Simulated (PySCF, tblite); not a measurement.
C₄H₁₂O₂SSi.
Geometry (GFN2-xTB, Å), atoms numbered from 1 in this order:
```
atom  x, y, z in Å
C1    -2.0677    1.6654    0.2743
O2    -0.9834    0.8001    0.4365
Si3   -0.5953   -0.4922   -0.4839
C4    -1.9175   -1.8446   -0.4781
O5     0.6830   -1.1646    0.2563
C6     1.7499   -0.5313    0.8865
C7     2.7750    0.0312   -0.0884
S8     2.2012    1.5234   -0.9626
H9    -2.0781    2.3545    1.1199
H10   -3.0086    1.1118    0.2490
H11   -1.9702    2.2332   -0.6534
H12   -0.3024   -0.0533   -1.8504
H13   -2.1712   -2.1557    0.5311
H14   -1.5892   -2.7243   -1.0191
H15   -2.8254   -1.4883   -0.9547
H16    2.2444   -1.2885    1.5077
H17    1.3779    0.2694    1.5376
H18    3.6966    0.2836    0.4366
H19    2.9865   -0.6971   -0.8697
H20    1.7894    2.1777    0.1218
```

Theory: PBE0/pcSseg-1 in PySCF (dipole) on a GFN2-xTB geometry, gas phase.

Take the most abundant isotopes and a rigid rotor. The values belong to one conformer with, in the numbering `[CH3:1][O:2][Si@H:3]([CH3:4])[O:5][CH2:6][CH2:7][SH:8]`, C1–O2–Si3–C4 -62°, O2–Si3–O5–C6 -38°, Si3–O5–C6–C7 -77°, O5–C6–C7–S8 73°, C6–C7–S8–H 50°.

Question: What are A, B and C (MHz)?

Answer: Ia = 258.98, Ib = 541.71, Ic = 683.88 u·Å²; 505379 MHz·u·Å²/I gives A = 1951, B = 932.9, C = 739.0 MHz.

Question: What kind of rotor is it?

Answer: An asymmetric top. Ray's parameter κ = (2B − A − C)/(A − C) = -0.680; −1 is the prolate and +1 the oblate limit.

Question: Is it planar, by Δ = Ic − Ia − Ib?

Answer: Not planar: Δ = Ic − Ia − Ib = -116.81 u·Å². For a rigid frame Δ = −2 Σ m c², so Σ m c² = 58.41 u·Å² lies off the ab plane: 15.26 from hydrogen and 43.15 from heavier atoms. The atom farthest from that plane is 1.76 Å away.

Question: Give the other two planar moments, Paa and Pbb, and the rms extents of the mass along the axes.

Answer: Paa = Σ m a² = (Ib + Ic − Ia)/2 = 483.30 and Pbb = Σ m b² = (Ia + Ic − Ib)/2 = 200.58 u·Å². With the mass M = 152.03 u, the rms extents √(P/M) along a, b and c are 1.78, 1.15, 0.62 Å.

Question: Which types of transition are allowed, and where do some lines up to J = 5 fall?

Answer: The dipole components are |μa| = 0.55 D, |μb| = 0.45 D, |μc| = 1.18 D. Intensities carry the squares of the components, which stand as 0.21 : 0.14 : 1.00 (a : b : c). Some lines, for components of 0.1 D or more:

```json
{"type": "a", "branch": "Q", "J(Ka,Kc)": "4(2,2) ← 4(2,3)", "MHz": "353", "lower level (cm⁻¹)": "0.706"}
{"type": "a", "branch": "Q", "J(Ka,Kc)": "2(1,1) ← 2(1,2)", "MHz": "582", "lower level (cm⁻¹)": "0.195"}
{"type": "c", "branch": "Q", "J(Ka,Kc)": "1(1,1) ← 1(0,1)", "MHz": "1018", "lower level (cm⁻¹)": "0.056"}
{"type": "b", "branch": "R", "J(Ka,Kc)": "3(1,2) ← 2(2,1)", "MHz": "2234", "lower level (cm⁻¹)": "0.316"}
{"type": "b", "branch": "Q", "J(Ka,Kc)": "5(2,3) ← 5(1,4)", "MHz": "2785", "lower level (cm⁻¹)": "0.915"}
{"type": "a", "branch": "R", "J(Ka,Kc)": "2(0,2) ← 1(0,1)", "MHz": "3319", "lower level (cm⁻¹)": "0.056"}
{"type": "b", "branch": "Q", "J(Ka,Kc)": "3(2,2) ← 3(1,3)", "MHz": "3943", "lower level (cm⁻¹)": "0.352"}
{"type": "b", "branch": "Q", "J(Ka,Kc)": "5(3,2) ← 5(2,3)", "MHz": "5073", "lower level (cm⁻¹)": "1.008"}
{"type": "c", "branch": "Q", "J(Ka,Kc)": "4(3,2) ← 4(2,2)", "MHz": "5304", "lower level (cm⁻¹)": "0.718"}
{"type": "a", "branch": "R", "J(Ka,Kc)": "4(1,4) ← 3(1,3)", "MHz": "6255", "lower level (cm⁻¹)": "0.352"}
{"type": "b", "branch": "R", "J(Ka,Kc)": "5(0,5) ← 4(1,4)", "MHz": "7510", "lower level (cm⁻¹)": "0.561"}
{"type": "c", "branch": "Q", "J(Ka,Kc)": "4(4,1) ← 4(3,1)", "MHz": "7754", "lower level (cm⁻¹)": "0.895"}
{"type": "b", "branch": "Q", "J(Ka,Kc)": "4(4,1) ← 4(3,2)", "MHz": "7768", "lower level (cm⁻¹)": "0.895"}
{"type": "c", "branch": "R", "J(Ka,Kc)": "3(2,1) ← 2(1,1)", "MHz": "8194", "lower level (cm⁻¹)": "0.214"}
{"type": "a", "branch": "R", "J(Ka,Kc)": "5(4,2) ← 4(4,1)", "MHz": "8415", "lower level (cm⁻¹)": "1.154"}
{"type": "a", "branch": "R", "J(Ka,Kc)": "5(3,3) ← 4(3,2)", "MHz": "8427", "lower level (cm⁻¹)": "0.895"}
{"type": "a", "branch": "R", "J(Ka,Kc)": "5(2,3) ← 4(2,2)", "MHz": "8714", "lower level (cm⁻¹)": "0.718"}
{"type": "b", "branch": "R", "J(Ka,Kc)": "4(2,3) ← 3(1,2)", "MHz": "9449", "lower level (cm⁻¹)": "0.391"}
{"type": "c", "branch": "Q", "J(Ka,Kc)": "5(5,1) ← 5(4,1)", "MHz": "9986", "lower level (cm⁻¹)": "1.434"}
{"type": "b", "branch": "R", "J(Ka,Kc)": "4(3,2) ← 3(2,1)", "MHz": "12201", "lower level (cm⁻¹)": "0.488"}
{"type": "b", "branch": "R", "J(Ka,Kc)": "5(3,2) ← 4(2,3)", "MHz": "14139", "lower level (cm⁻¹)": "0.706"}
{"type": "b", "branch": "R", "J(Ka,Kc)": "5(4,2) ← 4(3,1)", "MHz": "16169", "lower level (cm⁻¹)": "0.895"}
{"type": "b", "branch": "R", "J(Ka,Kc)": "5(5,0) ← 4(4,1)", "MHz": "18403", "lower level (cm⁻¹)": "1.154"}
```

Question: Estimate the classical rotational partition function at 50 K, 200 K and 298.15 K.

Answer: Point group C1, symmetry number σ = 1; q = (√π/σ)·√((kT/h)³/(ABC)), k/h = 20836.6 MHz/K: 51400 at 50 K, 411000 at 200 K, 748000 at 298.15 K.

Its GFN2-xTB frequencies are all real (lowest 31 cm⁻¹). Constants of a rigid frame at the computed geometry: no zero-point averaging, no centrifugal distortion. A rigid rotor knows nothing of internal rotation, which can split or shift real lines.

Hardware: Arm Neoverse N1, one thread, shared host with 64 logical CPUs at a one-minute load of 59. Cost: 72 s, 0.93 GiB resident at most. This is the PBE0/pcSseg-1 job that gave the dipole, with the shieldings it also computed.
